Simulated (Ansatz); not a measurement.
Si9GeH16, an alloyed cluster cut from the lattice of silicon (1 Ge, core). Total charge 0; triplet. Geometry r2SCAN-D4/def2-SVP, that of the neutral singlet; atoms count from 1.

```xyz
26

Si    1.045    1.934   -0.867
Si   -2.292    0.017   -0.573
Si    0.225   -0.031    2.352
Ge    1.028   -1.929   -0.916
Si    1.263    1.888    1.475
Si   -2.054   -0.017    1.766
Si   -1.239    1.938   -1.430
Si    2.077    0.033   -1.785
Si   -1.290   -1.899   -1.493
Si    1.247   -1.951    1.463
H     1.692    3.177   -1.403
H    -3.750    0.050   -0.925
H     0.355   -0.029    3.847
H     1.697   -3.185   -1.512
H     0.625    3.112    2.059
H     2.715    1.891    1.847
H    -2.711    1.196    2.352
H    -2.726   -1.234    2.326
H    -1.890    3.160   -0.858
H    -1.392    1.976   -2.921
H     1.951    0.054   -3.278
H     3.534    0.025   -1.435
H    -1.439   -1.887   -2.983
H    -1.959   -3.130   -0.962
H     2.697   -1.978    1.837
H     0.594   -3.180    2.018
```

At PBE0-D4/def2-SVP a singlet of charge 0 lies 5.45 eV below the triplet at the same geometry.

**Question.** Estimate the Mulliken populations from the PBE0/def2-SVP orbitals of Ansatz.

**Answer.** 
| atom | charge (e) | spin (α − β) |
| --- | --- | --- |
| Si1 | -0.14 | 0.10 |
| Si2 | -0.15 | 0.47 |
| Si3 | -0.14 | 0.10 |
| Ge4 | -0.05 | 0.33 |
| Si5 | 0.12 | -0.03 |
| Si6 | 0.13 | -0.03 |
| Si7 | 0.13 | -0.03 |
| Si8 | 0.12 | -0.03 |
| Si9 | 0.16 | 0.45 |
| Si10 | 0.12 | -0.03 |
| H11 | -0.02 | 0.05 |
| H12 | -0.03 | 0.18 |
| H13 | -0.02 | 0.05 |
| H14 | -0.04 | 0.22 |
| H15 | -0.02 | 0.01 |
| H16 | -0.02 | 0.00 |
| H17 | -0.01 | 0.05 |
| H18 | -0.02 | 0.00 |
| H19 | -0.01 | 0.05 |
| H20 | -0.02 | 0.00 |
| H21 | -0.02 | 0.00 |
| H22 | -0.01 | 0.03 |
| H23 | -0.01 | 0.00 |
| H24 | -0.01 | 0.00 |
| H25 | -0.01 | 0.03 |
| H26 | -0.02 | 0.00 |
Mulliken values depend strongly on the basis.

**Question.** Where does the spin sit?

**Answer.** Summed by element: Si 1.00, Ge 0.33, H 0.67, of 2 unpaired in all. Largest on single atoms: Si2 0.47, Si9 0.45, Ge4 0.33.

**Question.** And the Mayer bond orders between heavy atoms (over 0.3)?

**Answer.** Si1–Si5 0.94 (2.35 Å); Si1–Si7 0.94 (2.35 Å); Si1–Si8 0.94 (2.35 Å); Si2–Si6 0.93 (2.35 Å); Si2–Si7 0.92 (2.35 Å); Si2–Si9 0.82 (2.35 Å); Si3–Si5 0.94 (2.35 Å); Si3–Si6 0.94 (2.35 Å); Si3–Si10 0.94 (2.35 Å); Ge4–Si8 0.93 (2.39 Å); Ge4–Si9 0.76 (2.39 Å); Ge4–Si10 0.93 (2.39 Å).
